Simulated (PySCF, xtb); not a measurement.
C3H9FSi2, SMILES F[C@]1([SiH3])C[C@H]1[SiH3].

GFN2-xTB (xtb) at its own geometry gives an orbital gap of 5.32 eV and a dipole moment of 1.97 D.

Geometry optimised at r2SCAN-D4/def2-SVP. The structure was generated by enumeration; whether it is a known compound was not checked.

### Question
What does ωB97X/def2-TZVP run with PySCF give? (Estimate from the structure and the level; the computed values follow.)

### Answer
gap 12.80 eV (levels -10.47 and 2.33 eV), dipole 1.18 D.
